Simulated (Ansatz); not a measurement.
Mulliken charges of `[SiH3][GaH][SH]` from ωB97M-V/def2-TZVPP in Ansatz (PBE0-D4/def2-TZVP geometry).

```tsv
atom	x (Å)	y (Å)	z (Å)	charge (e)
Si1	-0.753	0.837	-0.689	-0.020
Ga2	0.980	-0.020	0.739	0.224
S3	1.059	-2.190	1.118	-0.262
H4	-1.634	-0.261	-1.172	-0.016
H5	-0.163	1.522	-1.872	-0.011
H6	-1.592	1.826	0.043	-0.011
H7	2.112	0.776	1.471	-0.021
H8	-0.009	-2.489	0.361	0.117
```

Task: By hand: the dipole of these point charges (1 e Å = 4.8032 D).

Result: Σ q r = (-0.043, 0.212, -0.063) e Å, of length 0.225 e Å = 1.08 D.

Task: How does the dipole of the full density compare? (Estimate.)

Result: Computed: (-0.141, 0.173, -0.131) e Å, 1.24 D; the point charges give 0.87 times that, at 29° from its direction.

Point charges leave out the atoms' own dipoles, such as those of lone pairs, and Mulliken's split depends on the basis, so the two needn't agree.
